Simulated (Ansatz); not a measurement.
Z-matrix (Å, degrees):
```
Sn
O 1 1.942
O 1 1.942 2 113.9
N 1 1.985 2 106.6 3 -117.1
Cl 1 2.337 2 105.5 3 115.3
H 2 0.961 1 112.4 3 -94.5
H 3 0.961 1 112.5 2 93.8
H 4 1.011 1 113.8 2 177.8
H 4 1.011 1 113.8 2 -56.2
```

The species carries charge 0 and has multiplicity 1. Sn takes the def2 core potential.

(1) List the ωB97M-V/def2-TZVPP orbital energies in eV (the Gaussian-basis code of Ansatz). (An estimate is asked.)

Results:

(1) Ansatz gave: Occupied: -2771.90, -526.26, -526.26, -394.96, -262.28, -199.75, -199.63, -199.63, -144.06, -98.73, -98.62, -98.61, -32.89, -32.78, -32.46, -32.22, -32.21, -30.11, -29.59, -26.57, -25.30, -17.93, -16.62, -15.86, -15.05, -13.76, -12.83, -12.73, -11.80, -11.61, -11.54, -11.49, -10.60. Lowest empty: 0.34, 1.86, 2.03, 2.67, 3.00, 3.56, 4.64, 4.81.
